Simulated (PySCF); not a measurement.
## Frontier orbitals and the lowest excitations

Species: C8H11 (charge +1).
Structure used (PBE0-D3(BJ)/def2-SVP), in Å, numbered top down from 1:
```
atom  x, y, z in Å
C1    -1.779   -0.162   -1.688
C2    -1.402   -0.067   -0.386
C3    -2.401   -0.055    0.732
C4     0.000    0.030   -0.069
C5     1.100    0.025   -0.963
C6     2.262    0.139   -0.245
C7     2.016    0.231    1.206
C8     0.500    0.155    1.324
H9    -1.064   -0.170   -2.513
H10   -2.836   -0.234   -1.959
H11   -3.425   -0.138    0.348
H12   -2.234   -0.893    1.427
H13   -2.335    0.876    1.317
H14    1.046   -0.057   -2.048
H15    3.261    0.160   -0.690
H16    2.545   -0.578    1.744
H17    2.447    1.163    1.616
H18    0.147   -0.700    1.930
H19    0.050    1.039    1.810
```

The calculation used PySCF 2.14.0, density-fitted response routines, TDDFT CAM-B3LYP/def2-SVPD, vertical, gas phase, core orbitals frozen in the response.

Frontier orbitals with the atoms that hold most of them (Löwdin shares over 4%, at most four atoms; ? is withheld):

| orbital | ε (eV) | atoms |
| --- | --- | --- |
| LUMO+2 | -2.57 | C8 13%, C5 9%, C7 9%, C6 8% |
| LUMO+1 | -3.81 | C5 22%, C6 21%, C2 15%, C1 13% |
| LUMO | -6.98 | ? |
| HOMO | -13.46 | C1 24%, C2 23%, C5 14%, C6 11% |
| HOMO-1 | -15.48 | ? |
| HOMO-2 | -16.21 | C3 32%, C1 13%, C2 10%, H11 8% |
| HOMO-3 | -16.33 | C3 25%, C2 18%, C4 13%, H11 13% |

(1) Which atoms hold the LUMO, and with what shares?

(2) Give the leading atoms of the HOMO-1.

(3) The HOMO–LUMO gap is 6.48 eV. Where does the response calculation put the lowest singlet, and from which orbitals?

(4) One configuration dominates each of S1 and S3. Which, and how do the shares of the two leading atoms of either orbital change from the occupied to the empty one?

Answers

(1) C4 (bonded to 3 C) 27%; C6 (bonded to 2 C and H) 20%; C1 (bonded to C and 2 H) 19%; C2 (bonded to 3 C) 7%.

(2) C5 (bonded to 2 C and H) 23%; C4 (bonded to 3 C) 18%; C6 (bonded to 2 C and H) 12%; C2 (bonded to 3 C) 9%.

(3) S1 is at 4.10 eV (f = 0.436), 2.38 eV below the gap, made of HOMO→LUMO (98%). Without the coupling terms of the response equations the lowest excitation would equal the gap.

(4) 
- S1 (4.10 eV, f 0.436), HOMO→LUMO (98%): C1 24% → 19%, C2 23% → 7%, C4 at most 11% → 27%, C6 11% → 20%
- S3 (5.66 eV, f 0.051), HOMO-1→LUMO (91%): C5 23% → at most 8%, C4 18% → 27%, C6 12% → 20%

Löwdin shares depend on the basis, the more so with diffuse functions.

One conformer stands for the species.
